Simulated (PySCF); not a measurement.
All values below come from PySCF with PBE0-D4/def2-TZVP. Isolated molecules, 0 K electronic values unless said otherwise. Delta-SCF ions had no search for a lower state. 

Reference species (SMILES): `[NH2][Ga]([F])[F]` (neutral, multiplicity 1).

| Item | Value |
|---|---|
| vertical ionisation energy (Delta-SCF) | 10.83 eV |
| HOMO–LUMO gap | 7.18 eV |
| HOMO | -8.33 eV |

Changed species: `[Ga]([F])([F])[F]` (0 of 3 F replaced by NH2; the reference has 1 of 3 F replaced by NH2).

**Question.** Predict the effect on the vertical ionisation energy (Delta-SCF), HOMO–LUMO gap and HOMO.

**Answer.** the vertical ionisation energy (Delta-SCF) increases by 3.53 eV, to 14.36 eV; the HOMO–LUMO gap increases by 2.24 eV, to 9.42 eV; the HOMO decreases by 3.44 eV, to -11.77 eV.
